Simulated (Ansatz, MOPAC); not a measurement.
Species: SF₃, charge 1, multiplicity 1. SMILES: F[S+](F)F

Atoms: F1, S2, F3, F4. Bonds: F1-S2, S2-F3, S2-F4.

Bond lengths (Å) and angles (degrees) optimised at AM1 with MOPAC; PM7 with MOPAC; PBE/6-31G* with Ansatz (a program for electronic structure); B3LYP/LANL2DZ with Ansatz, each started from the B3LYP-D3(BJ)/def2-TZVP structure (Ansatz) of the last column. A row stands for all coordinates that are equal there. 6-31G* holds six Cartesian d functions. No wavenumbers were computed at PBE/6-31G*, B3LYP/LANL2DZ, so these may be saddle points.

```csv
coordinate,AM1,PM7,PBE/6-31G*,B3LYP/LANL2DZ,B3LYP-D3(BJ)/def2-TZVP
F1-S2,1.512,1.520,1.559,1.694,1.514
F1-S2-F3,98.9,98.0,99.8,97.6,99.7
```

Mean signed difference of all 3 bond lengths from B3LYP-D3(BJ)/def2-TZVP: AM1 -0.002 Å, PM7 0.007 Å, PBE/6-31G* 0.045 Å, B3LYP/LANL2DZ 0.180 Å.
